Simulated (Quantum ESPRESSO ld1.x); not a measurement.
Task: Radial electron density D(r) = 4 pi r^2 rho(r) of an atom or ion with 9 electrons. All-electron calculation, Dirac Kohn-Sham, HCTH/120, spin-unpolarised, spherical densities, point nucleus. Program: ld1.x of Quantum ESPRESSO 7.5.

```
   r/bohr * D(r) (the largest magnitude, 41.3, reaches the edge; | marks zero)
 0.003949 |     *
  0.00494 |        *
 0.006131 |           *
 0.007609 |                *
  0.00952 |                      *
  0.01182 |                             *
  0.01478 |                                     *
  0.01835 |                                             *
  0.02277 |                                                   *
  0.02849 |                                                      *
  0.03535 |                                                     *
  0.04423 |                                                *
  0.05489 |                                          *
  0.06813 |                                       *
  0.08523 |                                         *
   0.1058 |                                               *
   0.1323 |                                                    *
   0.1643 |                                                 *
   0.2039 |                                     *
    0.255 |                    *
   0.3165 |       *
    0.396 | *
   0.4915 *
     0.61 *
   0.7631 *
```

What is the nuclear charge?

Result: Z = 34. The innermost maximum, from 1s, lies near gamma/Z bohr with gamma = sqrt(1 - (Z/c)^2) = 0.969, here 0.0285 bohr (found: 0.0301), and its height grows with Z. The density is that of the selenium ion Se25+ in [He] 2s2 2p5; the configuration itself is not fixed sharply by these data, and Z only to about a unit. D(r) has 2 maxima, at r = 0.0301, 0.138 bohr, and minima at 0.0709 bohr, inside which lie 2.19 electrons.
